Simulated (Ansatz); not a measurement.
ClK, singlet, at a GFN2-xTB geometry (such geometries of metal compounds can be far from the true shape); BHLYP/STO-3G (Ansatz, a quantum-chemistry and plane-wave program).

Input for Ansatz:
Ansatz 0.2 input:
```yaml
crystal:
  periodic: [false, false, false]
  atoms:
    - {symbol: K, position_ang: [-0.00000000, -0.00000000, -1.21784993]}
    - {symbol: Cl, position_ang: [0.00000000, 0.00000000, 1.36112639]}
basis:
  gaussian:
    orbitals: STO-3G
hamiltonian:
  xc: {name: BHLYP}
```

Output, abridged:

```
Functional definition: BHLYP
255 factors; integrals over basis functions are off by at most 7.0e-5 eV
mean field evaluation 1: about -28546.1818 eV, gradient 9.1e0 eV
mean field evaluation 2: about -28546.9331 eV, gradient 4.2e0 eV
mean field evaluation 4: about -28547.0450 eV, gradient 2.8e-1 eV
mean field evaluation 8: about -28547.0817 eV, gradient 8.3e-3 eV
mean field -28547.08167534 eV, -1049.0859016619 hartree, gradient 1.8e-5 eV, S^2 0.000000; 0 other end points of the search recorded, 0 dependent functions left out
reference -28547.08178430 eV, -1049.0859056661 hartree; 18, 18 occupied and 4, 4 virtual orbitals, 255 factors
Total energy: -28547.08178430 eV, -1049.0859056661 hartree
```
